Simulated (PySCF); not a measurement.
BF3H3P.
Atom-mapped SMILES: `[BH3-:1][P+:2]([F:3])([F:4])[F:5]` (hydrogens: H6, H7, H8 on B1)

Structure used (PBE0-D3(BJ)/def2-SVP), in Å, numbered top down from 1:
```
atom  x, y, z in Å
B1     1.0973   -0.0331    0.0716
P2    -0.7321    0.0151   -0.0602
F3    -1.4198   -0.8672   -1.1628
F4    -1.4070    1.3993   -0.3668
F5    -1.5730   -0.4244    1.1909
H6     1.3224   -1.2039    0.3116
H7     1.3135    0.7374    0.9888
H8     1.4524    0.3573   -1.0252
```

The calculation used TDDFT PBE0/def2-SVPD, vertical, gas phase, core orbitals frozen in the response in PySCF.

Kohn–Sham orbitals with the atoms that hold most of them (Löwdin shares over 4%, at most four atoms):

| orbital | ε (eV) | atoms |
| --- | --- | --- |
| LUMO+2 | 0.10 | B1 31%, P2 26%, F4 12%, F5 11% |
| LUMO+1 | -0.25 | P2 40%, B1 14%, F4 12%, F5 12% |
| LUMO | -0.26 | P2 40%, B1 14%, F3 12%, F5 11% |
| HOMO | -9.87 | B1 43%, H7 26%, H8 13%, P2 8% |
| HOMO-1 | -9.89 | B1 43%, H6 24%, H8 17%, P2 8% |
| HOMO-2 | -10.25 | B1 35%, P2 18%, H6 10%, H7 9% |
| HOMO-3 | -13.52 | F3 34%, F5 33%, F4 33% |

Q: How does S1 compare with the orbital gap of 9.62 eV?

A: S1 is at 7.99 eV (f = 0.0000), 1.63 eV below the gap, made of HOMO→LUMO/LUMO+1 (52%), HOMO-1→LUMO/LUMO+1 (47%). Without the coupling terms of the response equations the lowest excitation would equal the gap.

Next come S2 at 8.15 eV (f 0.0028), HOMO-1→LUMO/LUMO+1 (≥47%), HOMO→LUMO/LUMO+1 (≥30%); S3 at 8.15 eV (f 0.0032), HOMO→LUMO/LUMO+1 (≥45%), HOMO-1→LUMO/LUMO+1 (≥31%); S4 at 8.78 eV (f 0.030), HOMO→LUMO+2 (94%); S5 at 8.79 eV (f 0.026), HOMO-1→LUMO+2 (92%).

Orbitals of the list HOMO-3 to LUMO+2 that lie within 0.01 eV of each other are written together with a slash and their weights summed (≥ marks a lower bound); for degenerate orbitals outside that list single weights are arbitrary.

On an Arm Neoverse V1 with one thread, no GPU, on a shared host, this took 56 s of wall time and 0.61 GiB of memory at its peak.
